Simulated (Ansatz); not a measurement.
`[F][AlH][NH][SiH3]` + HBr → `[F][AlH][Br]` + `N[SiH3]` at 700 K and 1 bar (ligand exchange at the Al–N bond).

Gas-phase electronic energies from Ansatz, PBE0-D4/def2-TZVP geometries. CCSD(T)/CBS is the MP2 limit (def2-TZVPP, def2-QZVPP) plus CCSD(T) − MP2 in def2-TZVPP, frozen cores. This one scheme is used for every species. For Br outer-core shells are correlated without core-valence functions, which leaves a few kJ/mol of doubt a bond. Scalar relativity is left out up to krypton. Each species was taken in one conformer, which may not be the lowest.

```csv
species,CCSD(T)/CBS energy (Eh),H − E (kJ/mol),S (J/(mol·K))
`[F][AlH][NH][SiH3]`,-688.73064,206.6,447.7
HBr,-2573.91920,36.5,223.7
`[F][AlH][Br]`,-2915.86674,68.0,351.0
`N[SiH3]`,-346.80422,180.7,336.3
```

H − E and S are ideal-gas, rigid-rotor, harmonic terms from PBE0-D4/def2-TZVP, for one conformer and one mirror image of each species. 1 Eh = 2625.50 kJ/mol, R = 8.31446 J/(mol·K).

Question: By hand: ΔE, ΔH, ΔS and ΔG.

Answer: ΔE = (-2915.86674) + (-346.80422) − (-688.73064) − (-2573.91920) = -0.02112 Eh = -55.5 kJ/mol. Δ(H − E) = 68.0 + 180.7 − 206.6 − 36.5 = 5.6, so ΔH = -49.9 kJ/mol. ΔS = 351.0 + 336.3 − 447.7 − 223.7 = 15.9 J/(mol·K). ΔG = -49.9 − 700 × (15.9)/1000 = -61.0 kJ/mol.

Question: By hand: the equilibrium constant, and the temperature at which ΔG would vanish if ΔH and ΔS stayed fixed.

Answer: log₁₀ K = −ΔG/(RT ln 10) = 4.6. ΔH and −TΔS have one sign here, so there is no such temperature.

ΔH outweighs TΔS. A doubt of 5 kJ/mol in ΔE shifts log₁₀ K by 0.4 here. Other conformers and mirror images would add mixing entropy, several J/(mol·K) or more a flexible species. These are equilibria of isolated gas molecules and say nothing of rates. Largest T1 diagnostic: 0.012 (customary marks: 0.02 for closed shells, 0.045 for open ones).
